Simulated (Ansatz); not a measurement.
`[BH2][AlH2]` and `[BH2][AlH][SbH2]` differ in one atom or group.

Ansatz, PBE0-D4/def2-TZVP geometries, multiplicity 1. 

Elements past krypton have def2 core potentials.

```csv
property,`[BH2][AlH2]`
LUMO energy (B3LYP/def2-TZVPP) / eV,-2.54
size of the dipole moment (PBE/def2-TZVPP) / D,0.35
LUMO energy (PBE/def2-TZVPP) / eV,-3.37
HOMO–LUMO gap (ωB97M-V/def2-TZVPP) / eV,9.27
HOMO energy (ωB97M-V/def2-TZVPP) / eV,-9.66
HOMO energy (B3LYP/def2-TZVPP) / eV,-7.34
```

(1) What does the change do to each property? (Estimate.)

Results:

(1) Ansatz gave: 
```
                                      property  `[BH2][AlH][SbH2]`  shift
           LUMO energy (B3LYP/def2-TZVPP) / eV               -2.59  -0.05
size of the dipole moment (PBE/def2-TZVPP) / D                0.30  -0.05
             LUMO energy (PBE/def2-TZVPP) / eV               -3.35   0.02
       HOMO–LUMO gap (ωB97M-V/def2-TZVPP) / eV                7.96  -1.31
         HOMO energy (ωB97M-V/def2-TZVPP) / eV               -8.52   1.14
           HOMO energy (B3LYP/def2-TZVPP) / eV               -6.45   0.89
```

With PBE0 the HOMO rises by 0.88 eV and the LUMO falls by 0.08 eV, so the gap narrows by about 0.96 eV. PBE moves the HOMO by 0.61 eV and ωB97M-V by 1.14 eV. The zero-point energy changes by 20.1 kJ/mol with +6 modes. Dipoles are sizes alone; their direction can turn.

B3LYP here is the variant with VWN-RPA as its local correlation; programs differ in this.

Spin–orbit coupling is left out; it splits and shifts lone-pair levels of the heavy atoms by tenths of an eV.
